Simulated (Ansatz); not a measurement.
The first iterations of a band of a periodic cell of 17 atoms, Si (host Si, host structure diamond, interstitial Si).

Computed with DFT LDA, scalar-relativistic, plane waves, PAW in Ansatz. Settings: PAW set soft_1, cutoff 420 eV, k mesh 2x2x2, gaussian smearing 0.05 eV, no spin polarisation.

| Quantity | Value |
| --- | --- |
| movable images | 5 |
| climbing image | yes |
| spring | 5.0 eV/Å² |
| optimiser | quadratic models (default) |
| start path | straight line |
| force threshold | 0.03 eV/Å |
| iteration limit | 45 |
| end points | relaxed |

Image 0:

```xyz
17
Lattice="0.0000 5.4300 5.4300 5.4300 0.0000 5.4300 5.4300 5.4300 0.0000" Properties=species:S:1:pos:R:3
Si -0.014 0.016 -0.014
Si 1.362 1.390 1.361
Si 2.722 2.710 -0.001
Si 4.040 4.070 1.361
Si 2.741 0.020 2.740
Si 4.079 1.353 4.079
Si 5.411 2.693 2.740
Si 6.790 4.073 4.111
Si 0.000 2.710 2.721
Si 1.362 4.070 4.040
Si 2.721 5.432 2.721
Si 4.074 6.788 4.073
Si 2.741 2.692 5.411
Si 4.112 4.073 6.790
Si 5.428 5.435 5.427
Si 6.790 6.753 6.789
Si 6.795 9.498 6.795
```

Image 6:

Only the atoms that move by more than 0.05 Å are listed.
```
Si17 8.145 8.147 8.140
```

| iteration | highest image above the first end (eV) | largest band force component (eV/Å) |
| --- | --- | --- |
| 1 | 0.890 | 1.422 |
| 2 | 0.504 | 0.667 |

Q: Does the band converge within its limit, and where does its top end?

A: It converged. It ended after 7 iterations with the highest image 0.314 eV above the first end. By the program's own check the climbing image is of a kind that is not told: the force calls were inconclusive, a negative curvature could not be distinguished from the path's own, the only one lies far off the path, or fixed occupations may fill a level only in part (lowest curvatures found: -0.06 and 0.38 eV/Å²). Limits of this set-up: coarse k mesh, PAW files made for another functional.

The run took 6.6 min on 1 thread of Intel(R) Xeon(R) Platinum 8259CL CPU @ 2.50GHz (Skylake/Cascade Lake), with other jobs on the host, peak memory 0.85 GiB.
